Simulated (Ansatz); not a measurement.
Reaction (formal exchange of groups at the Se–C bond): `[SiH3]C[SeH]` + `[Cl][GaH][Cl]` → `[Cl][Ga]([Cl])[SeH]` + `C[SiH3]`

Gas-phase electronic energies from Ansatz, PBE0-D4/def2-TZVP geometries. CBS: MP2 limit from def2 TZ/QZ plus the TZ coupled-cluster correction, frozen cores. This one scheme is used for every species. Functionals use def2-TZVPP. B3LYP here is the variant with VWN-RPA as its local correlation; programs differ in this. HSE06 is defined as in plane-wave codes. For Ga, Se outer-core shells are correlated without core-valence functions, which leaves a few kJ/mol of doubt a bond. Scalar relativity is left out up to krypton. Each species was taken in one conformer, which may not be the lowest.

```csv
level,ΔE (kJ/mol),difference from CCSD(T)/CBS
revPBE-D4,-147.1,4.7
BLYP-D4,-149.4,2.4
r2SCAN-D4,-156.4,-4.6
B97M-V,-148.8,3.0
PBE0-D4,-153.9,-2.1
B3LYP-D4,-153.1,-1.3
r2SCAN0-D4,-158.3,-6.5
HSE06-D4,-154.2,-2.4
BHLYP-D4,-157.8,-6.0
CAM-B3LYP-D4,-151.4,0.4
ωB97X-V,-148.5,3.3
ωB97M-V,-149.2,2.6
B2PLYP,-154.2,-2.4
PBE-QIDH,-155.8,-4.0
PBE,-150.6,1.2
revPBE,-151.4,0.4
BLYP,-151.2,0.6
r2SCAN,-156.5,-4.7
PBE0,-154.0,-2.2
B3LYP,-153.7,-1.9
r2SCANh,-157.2,-5.4
r2SCAN0,-158.2,-6.4
HSE06,-154.1,-2.3
BHLYP,-156.7,-4.9
LC-ωPBE,-150.1,1.7
HF/def2-SVP,-162.3,-10.5
MP2/def2-SVP,-163.6,-11.8
CCSD/def2-SVP,-160.2,-8.4
CCSD(T)/def2-SVP,-159.5,-7.7
HF/def2-TZVPP,-158.8,-7.0
MP2/def2-TZVPP,-154.5,-2.7
SCS-MP2/def2-TZVPP,-151.0,0.8
CCSD/def2-TZVPP,-151.7,0.1
CCSD(T)/def2-TZVPP,-151.2,0.6
HF/def2-QZVPP,-156.7,-4.9
MP2/def2-QZVPP,-154.1,-2.3
SCS-MP2/def2-QZVPP,-150.3,1.5
HF/CBS(def2),-156.4,-4.6
MP2/CBS(def2),-155.1,-3.3
CCSD/CBS(def2),-152.4,-0.6
CCSD(T)/CBS,-151.8,0
```

Q: What do rigid-rotor, harmonic-oscillator terms from PBE0-D4/def2-TZVP frequencies (298.15 K, 1 bar) make of the CCSD(T)/CBS value? (An estimate is asked.)

A: Ansatz gave: ΔZPE = +6.8 kJ/mol, ΔH = -143.5 kJ/mol, ΔS = -2 J/(mol·K), ΔG = -142.8 kJ/mol.

Largest T1 diagnostic among the species: 0.011.

Leaving LDA and LC-ωPBE aside and taking each functional with its dispersion term where it has one, the values spread over 11.1 kJ/mol, from r2SCAN0-D4 to revPBE-D4. LDA lies +3.6 kJ/mol from PBE without D4. From PBE to PBE0 (25 % exact exchange), in def2-TZVPP and without D4, ΔE moves by −3.4 kJ/mol. At CCSD(T), def2-SVP lies −7.7 kJ/mol from the extrapolated value and def2-TZVPP +0.6 kJ/mol.
